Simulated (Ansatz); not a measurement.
`C[SiH](O)O[Si](C)(O)O` → 2 C• + 10 H• + 4 O• + 2 Si•  (atomization)

Computed with Ansatz on PBE0-D4/def2-TZVP structures; ΔE is electronic, products minus reactants. CBS: MP2 limit from def2 TZ/QZ plus the TZ coupled-cluster correction, frozen cores. This one scheme is used for every species, atoms too. Functionals use def2-TZVPP. HSE06 is defined as in plane-wave codes. Open shells (•) are unrestricted, without spin–orbit coupling. Spin–orbit coupling would lower the free atoms: a little for C, O, Si. One conformer a species, not always the lowest.

`C[SiH](O)O[Si](C)(O)O`:

Cartesian coordinates in Å:
```
C -1.967 1.288 -1.034
Si -0.283 1.623 -0.330
O 0.531 2.767 -1.180
O 0.577 0.231 -0.329
Si 0.686 -1.283 0.273
C 1.023 -1.224 2.086
O 1.848 -2.056 -0.590
O -0.704 -2.123 0.069
H -1.899 0.933 -2.067
H -2.586 2.189 -1.023
H -2.473 0.514 -0.451
H -0.352 2.165 1.047
H 0.623 2.645 -2.125
H 0.188 -0.762 2.619
H 1.166 -2.230 2.486
H 1.921 -0.639 2.296
H 2.544 -1.511 -0.958
H -0.842 -2.528 -0.789
```

| level | ΔE (kcal/mol) |
| --- | --- |
| CAM-B3LYP-D4 | 1752.1 |
| HSE06 | 1723.0 |

Q: What does CCSD(T)/CBS give? (Best estimate.)

A: Ansatz gave: +1752.8 kcal/mol. The listed levels differ from it by -0.7, -29.8 kcal/mol.

Largest T1 diagnostic among the species: 0.012.

From r2SCAN to r2SCAN0 (25 % exact exchange), in def2-TZVPP and without D4, ΔE moves by −28.7 kcal/mol: exact exchange takes away binding that semilocal exchange gives to molecules. The D4 term adds +16.9 kcal/mol with B3LYP and +9.1 kcal/mol with PBE0; it sums over pairs of atoms, weighted by their polarisabilities, and B3LYP, whose exchange is more repulsive, gets the larger term.

B3LYP here is the variant with VWN-RPA as its local correlation; programs differ in this.

For atomizations the MP2-based limit and the directly extrapolated one differ by several kJ/mol either way, and by 10 to 25 for some Ge, Se and Sn compounds, so smaller differences from it don't rank the levels.
